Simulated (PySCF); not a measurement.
CH11NSi4, SMILES [SiH3]/N=C\[SiH]([SiH3])[SiH3].

Geometry optimised at PBE-D3(BJ)/def2-SVP. A frequency run showed that this geometry is not a minimum. The structure was generated by enumeration; whether it is a known compound was not checked. The values are those of a single conformer.

Calculation: PBE-D3(BJ)/def2-SVP in PySCF.

Frequencies are harmonic and unscaled.

Computed harmonic wavenumbers and intensities:
```json
[
 {"mode": "1", "ν (cm⁻¹)": "48i", "IR (km/mol)": "0.3", "moving atoms (share of kinetic energy)": "H 83 %"},
 {"mode": "2", "ν (cm⁻¹)": "20", "IR (km/mol)": "0.2", "moving atoms (share of kinetic energy)": "Si 72 %, H 23 %"},
 {"mode": "3", "ν (cm⁻¹)": "75", "IR (km/mol)": "0.8", "moving atoms (share of kinetic energy)": "Si 64 %, H 32 %"},
 {"mode": "4", "ν (cm⁻¹)": "76", "IR (km/mol)": "0.2", "moving atoms (share of kinetic energy)": "H 92 %"},
 {"mode": "5", "ν (cm⁻¹)": "79", "IR (km/mol)": "0.6", "moving atoms (share of kinetic energy)": "H 53 %, Si 39 %"},
 {"mode": "6", "ν (cm⁻¹)": "94", "IR (km/mol)": "1.7", "moving atoms (share of kinetic energy)": "H 32 %, N 31 %, Si 27 %, C 10 %"},
 {"mode": "7", "ν (cm⁻¹)": "99", "IR (km/mol)": "0.4", "moving atoms (share of kinetic energy)": "H 54 %, Si 36 %"},
 {"mode": "8", "ν (cm⁻¹)": "136", "IR (km/mol)": "2.1", "moving atoms (share of kinetic energy)": "Si 76 %, H 17 %"},
 {"mode": "9", "ν (cm⁻¹)": "315", "IR (km/mol)": "0.9", "moving atoms (share of kinetic energy)": "N 39 %, Si 30 %, H 17 %, C 14 %"},
 {"mode": "10", "ν (cm⁻¹)": "321", "IR (km/mol)": "0.3", "moving atoms (share of kinetic energy)": "H 40 %, C 33 %, N 24 %"},
 {"mode": "11", "ν (cm⁻¹)": "385", "IR (km/mol)": "1.5", "moving atoms (share of kinetic energy)": "Si 48 %, H 42 %"},
 {"mode": "12", "ν (cm⁻¹)": "411", "IR (km/mol)": "9.3", "moving atoms (share of kinetic energy)": "H 87 %, Si 11 %"},
 {"mode": "13", "ν (cm⁻¹)": "434", "IR (km/mol)": "1.0", "moving atoms (share of kinetic energy)": "Si 58 %, H 41 %"},
 {"mode": "14", "ν (cm⁻¹)": "465", "IR (km/mol)": "6.9", "moving atoms (share of kinetic energy)": "H 59 %, Si 26 %, C 8 %"},
 {"mode": "15", "ν (cm⁻¹)": "476", "IR (km/mol)": "0.9", "moving atoms (share of kinetic energy)": "H 67 %, Si 33 %"},
 {"mode": "16", "ν (cm⁻¹)": "540", "IR (km/mol)": "1.9", "moving atoms (share of kinetic energy)": "H 72 %, Si 27 %"},
 {"mode": "17", "ν (cm⁻¹)": "627", "IR (km/mol)": "0.7", "moving atoms (share of kinetic energy)": "Si 39 %, H 28 %, C 24 %, N 8 %"},
 {"mode": "18", "ν (cm⁻¹)": "632", "IR (km/mol)": "2.7", "moving atoms (share of kinetic energy)": "H 62 %, N 15 %, Si 13 %, C 10 %"},
 {"mode": "19", "ν (cm⁻¹)": "666", "IR (km/mol)": "47.6", "moving atoms (share of kinetic energy)": "H 41 %, N 30 %, Si 20 %, C 9 %"},
 {"mode": "20", "ν (cm⁻¹)": "674", "IR (km/mol)": "104.6", "moving atoms (share of kinetic energy)": "H 90 %, Si 10 %"},
 {"mode": "21", "ν (cm⁻¹)": "703", "IR (km/mol)": "194.1", "moving atoms (share of kinetic energy)": "H 50 %, Si 24 %, N 13 %, C 13 %"},
 {"mode": "22", "ν (cm⁻¹)": "731", "IR (km/mol)": "137.6", "moving atoms (share of kinetic energy)": "H 74 %, C 21 %"},
 {"mode": "23", "ν (cm⁻¹)": "813", "IR (km/mol)": "337.6", "moving atoms (share of kinetic energy)": "H 91 %, Si 9 %"},
 {"mode": "24", "ν (cm⁻¹)": "840", "IR (km/mol)": "172.1", "moving atoms (share of kinetic energy)": "H 90 %, Si 9 %"},
 {"mode": "25", "ν (cm⁻¹)": "848", "IR (km/mol)": "5.9", "moving atoms (share of kinetic energy)": "H 74 %, C 21 %"},
 {"mode": "26", "ν (cm⁻¹)": "881", "IR (km/mol)": "39.3", "moving atoms (share of kinetic energy)": "H 95 %"},
 {"mode": "27", "ν (cm⁻¹)": "898", "IR (km/mol)": "22.8", "moving atoms (share of kinetic energy)": "H 97 %"},
 {"mode": "28", "ν (cm⁻¹)": "899", "IR (km/mol)": "10.4", "moving atoms (share of kinetic energy)": "H 98 %"},
 {"mode": "29", "ν (cm⁻¹)": "901", "IR (km/mol)": "33.3", "moving atoms (share of kinetic energy)": "H 97 %"},
 {"mode": "30", "ν (cm⁻¹)": "903", "IR (km/mol)": "57.0", "moving atoms (share of kinetic energy)": "H 97 %"},
 {"mode": "31", "ν (cm⁻¹)": "921", "IR (km/mol)": "240.4", "moving atoms (share of kinetic energy)": "H 93 %"},
 {"mode": "32", "ν (cm⁻¹)": "924", "IR (km/mol)": "39.3", "moving atoms (share of kinetic energy)": "H 97 %"},
 {"mode": "33", "ν (cm⁻¹)": "1310", "IR (km/mol)": "6.7", "moving atoms (share of kinetic energy)": "H 85 %, C 9 %"},
 {"mode": "34", "ν (cm⁻¹)": "1659", "IR (km/mol)": "255.8", "moving atoms (share of kinetic energy)": "C 49 %, N 49 %"},
 {"mode": "35", "ν (cm⁻¹)": "2134", "IR (km/mol)": "22.7", "moving atoms (share of kinetic energy)": "H 98 %"},
 {"mode": "36", "ν (cm⁻¹)": "2144", "IR (km/mol)": "71.5", "moving atoms (share of kinetic energy)": "H 97 %"},
 {"mode": "37", "ν (cm⁻¹)": "2147", "IR (km/mol)": "4.8", "moving atoms (share of kinetic energy)": "H 98 %"},
 {"mode": "38", "ν (cm⁻¹)": "2148", "IR (km/mol)": "149.5", "moving atoms (share of kinetic energy)": "H 97 %"},
 {"mode": "39", "ν (cm⁻¹)": "2150", "IR (km/mol)": "37.1", "moving atoms (share of kinetic energy)": "H 99 %"},
 {"mode": "40", "ν (cm⁻¹)": "2163", "IR (km/mol)": "0.3", "moving atoms (share of kinetic energy)": "H 96 %"},
 {"mode": "41", "ν (cm⁻¹)": "2167", "IR (km/mol)": "147.4", "moving atoms (share of kinetic energy)": "H 96 %"},
 {"mode": "42", "ν (cm⁻¹)": "2168", "IR (km/mol)": "73.2", "moving atoms (share of kinetic energy)": "H 96 %"},
 {"mode": "43", "ν (cm⁻¹)": "2169", "IR (km/mol)": "88.3", "moving atoms (share of kinetic energy)": "H 96 %"},
 {"mode": "44", "ν (cm⁻¹)": "2196", "IR (km/mol)": "129.3", "moving atoms (share of kinetic energy)": "H 97 %"},
 {"mode": "45", "ν (cm⁻¹)": "2864", "IR (km/mol)": "57.1", "moving atoms (share of kinetic energy)": "H 92 %"}
]
```
